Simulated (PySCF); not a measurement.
## Calculated NMR data

Theory: NMR shieldings at PBE0/pcSseg-1/GIAO, geometry: GFN2-xTB, in PySCF 2.14 (no relativistic terms, isolated molecule, single conformer, equivalent nuclei averaged).

Referencing at the same level of theory: TMS for 1H (σref 31.72) and 13C (σref 186.93). Splittings of carbon signals by F and P are missing where no couplings were computed. Where no couplings were computed, multiplicities follow the n + 1 count of equivalent neighbours, and m marks all less simple cases (inequivalent or close neighbours, rings, F or P nearby). Shifts are as computed. Against solution values, carbons near 30 ppm lie about +3 ppm off and those near 130 ppm about +5 ppm. Of 1211 compounds with measured shifts, 218 miss one by over three times the rms of a fit or turn the order of signals round; such compounds aren't used in these exercises.

Compound 1 (C6H12OSi). 1H NMR (400 MHz, computed): δ 6.24 (br s, 1H), 5.91 (br s, 1H), 3.75 (m, 1H), 3.49 (s, 3H), 3.34 (m, 1H), 1.93 (s, 3H), 1.23 (m, 1H), 1.06 (m, 1H). 13C{1H} NMR (computed): δ 149.6 (C), 136.7 (CH2), 67.5 (CH), 63.2 (CH3), 26.8 (CH3), 6.3 (CH2). Structure: SMILES C(=C)(C)[Si@@H]1C[C@@H]1OC.

Compound 2 (C3H7F3OSi3). 1H NMR (400 MHz, computed): δ 7.13 (m, 1H), 5.98 (m, 2H), 5.95 (m, 2H), 5.91 (m, 1H), 5.65 (m, 1H). 13C{1H} NMR (computed): δ 174.4 (C), 127.3 (CH), 118.2 (CH2). Structure: SMILES C=C(F)[Si]1(C(F)F)[SiH2]O[SiH2]1.

Compound 3 (C5H9F3P2). 1H NMR (400 MHz, computed): δ 1.67 (m, 9H). 13C{1H} NMR (computed): δ 142.9, 47.6, 35.5. Structure: `FC(/P=P/C(C)(C)C)(F)F`.
